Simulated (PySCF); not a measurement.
`c1(CO)cccs1`, C$_{5}$H$_{6}$OS

Geometry:
```tsv
atom	x (Å)	y (Å)	z (Å)
O1	-2.403	-0.580	-0.755
C2	-1.735	0.105	0.273
C3	-0.247	-0.074	0.239
C4	0.668	0.530	-0.590
C5	1.988	0.031	-0.421
C6	2.061	-0.955	0.530
S7	0.523	-1.271	1.220
H8	-2.110	-1.497	-0.734
H9	-1.967	1.172	0.137
H10	-2.117	-0.177	1.274
H11	0.390	1.308	-1.302
H12	2.856	0.390	-0.976
H13	2.940	-1.500	0.869
```

The calculation used quadratic response CAM-B3LYP/def2-TZVPD first hyperpolarisability, Taylor convention, gas phase (PySCF 2.14.0). Geometry: PBE0-D3(BJ)/def2-SVP.

Question: What is the first hyperpolarisability, and how does it disperse?

Answer: In au, Taylor convention; the vector part is βᵢ = ⅓ Σⱼ (βᵢⱼⱼ + βⱼᵢⱼ + βⱼⱼᵢ); β∥ is 3/5 of the vector part along the dipole, the dipole points from − to +:
```
                   process  λ (nm)  β vector norm     β∥  β HRS  depolarisation ratio
           static β(0;0,0)       ∞          101.6  -13.8   39.7                  6.27
second harmonic β(−2ω;ω,ω)    1907          105.8  -12.1   41.4                  6.36
         Pockels β(−ω;ω,0)    1907          102.9  -13.3      –                     –
second harmonic β(−2ω;ω,ω)    1064          117.0   -7.2   45.9                  6.61
         Pockels β(−ω;ω,0)    1064          106.1  -12.0      –                     –
```

Question: Which lowest excitations, dipole and polarisabilities go with it?

Answer: S1 5.54 eV (f = 0.131); S2 5.76 eV (f = 0.073); S3 5.96 eV (f = 0.012); dipole 1.48 D; isotropic α 81.6 au static, 81.9 au at 1907 nm, 82.5 au at 1064 nm, 82.8 au at 953.5 nm, 85.5 au at 532 nm.
